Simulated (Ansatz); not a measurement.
A barrier at the coupled-cluster level

Start structure (SiNH4Cl2F, singlet), relaxed at PBE0-D4/def2-TZVP:

```
9
angstrom
Si -0.2998 0.5064 -0.7316
F 0.7684 1.6074 -0.2235
Cl 0.3835 -1.1489 -1.8261
Cl -2.1487 0.3513 0.2493
H -0.8019 1.2675 -1.8947
H 1.4284 -0.6710 0.7910
N 0.4307 -0.5172 0.8991
H -0.0297 -1.4162 0.9916
H 0.2692 0.0209 1.7448
```

The step: SiHCl₂F ([F][SiH]([Cl])[Cl]) + NH₃ → SiNH₃Cl₂ ([NH2][SiH]([Cl])[Cl]) + HF; bonds formed: F2–H6; dative contacts that become bonds: Si1–N7; bonds broken: Si1–F2, H6–N7. Program: Ansatz 0.2.0. Basis: def2-TZVPP and def2-QZVPP. Cores are frozen in the correlated methods. Extrapolation: Hartree–Fock as exp(−7.88 √X), correlation as X^−2.97. Energies below are by CCSD(T) at an estimated basis limit (MP2 extrapolated from triple and quadruple zeta, plus CCSD(T) − MP2 in triple zeta).

(1) What are the electronic barrier and the energy of the step, from the start structure to the end structure? (Judge from chemistry; the value comes from the calculation.)

The T1 diagnostic stays at or below 0.011.

## Answers

(1) The calculation gives: Barrier 32.57 kcal/mol; step energy 15.06 kcal/mol (uphill); reverse barrier, their difference, 17.51 kcal/mol. Barrier and step energy count from the start structure, the reverse barrier from the end structure.

The saddle point: One imaginary mode of 743i cm⁻¹.
```tsv
pair	start (Å)	saddle (Å)	end (Å)
Si1–N7	2.06	1.82	1.73
F2–H6	2.58	1.18	0.95
Si1–F2	1.62	2.13	3.59
H6–N7	1.02	1.24	1.74
```

Zero-point energy (harmonic, PBE0-D4): ZPE is 34.83 kcal/mol at the start and 31.19 kcal/mol at the saddle, so the barrier goes from 32.57 to 28.93 kcal/mol.

The step is the kind of exchange with an N–H group that builds nitride films in atomic layer and chemical vapour deposition.

Labels in which every atom is bracketed show which atoms are joined, not bond orders.

For scale, one of the runs: CCSD(T)/def2-TZVPP, 244 basis functions, launched by `ansatz run in.yaml --threads 8 --pin off --events-out ev --progress --plain --max-ram 19148MiB`. Time: 52 s of wall clock on 8 CPU threads of an Intel Xeon Platinum 8375C; the host was shared. Peak host memory: 4.7 GiB.
